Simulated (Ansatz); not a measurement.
Reaction (redistribution): `N[SiH2]C[SeH]` + `OCBCl` → `N[SiH2]CBCl` + `OC[SeH]`

Program: Ansatz. Geometries: PBE0-D4/def2-TZVP. ΔE: electronic, gas phase. CCSD(T)/CBS adds triple-zeta CCSD(T) − MP2 to the extrapolated MP2 energy (def2 sets, frozen cores). DFT in def2-TZVPP. B3LYP here is the variant with VWN-RPA as its local correlation; programs differ in this. For Se outer-core shells are correlated without core-valence functions, which leaves a few kJ/mol of doubt a bond. Scalar relativity is left out up to krypton. Each species was taken in one conformer, which may not be the lowest.

(1) Is it downhill or uphill in electronic energy at CCSD(T)/CBS, and by how much? (Best estimate.)

(2) What do these levels give: PBE-D4, r2SCAN-D4, PBE0-D4, ωB97M-V, PBE0, B3LYP, MP2/def2-TZVPP, SCS-MP2/def2-TZVPP, CCSD(T)/def2-TZVPP, HF/def2-QZVPP, MP2/CBS(def2), CCSD/CBS(def2)? (Best estimate.)

Largest T1 diagnostic among the species: 0.011.

Answers

(1) Computed: Downhill: ΔE = -23.7 kJ/mol.

(2) The calculation gave: PBE-D4 -27.8, r2SCAN-D4 -29.1, PBE0-D4 -26.1, ωB97M-V -24.4, PBE0 -26.8, B3LYP -27.8, MP2/def2-TZVPP -26.6, SCS-MP2/def2-TZVPP -25.9, CCSD(T)/def2-TZVPP -25.2, HF/def2-QZVPP -24.8, MP2/CBS(def2) -25.0, CCSD/CBS(def2) -23.0 kJ/mol.
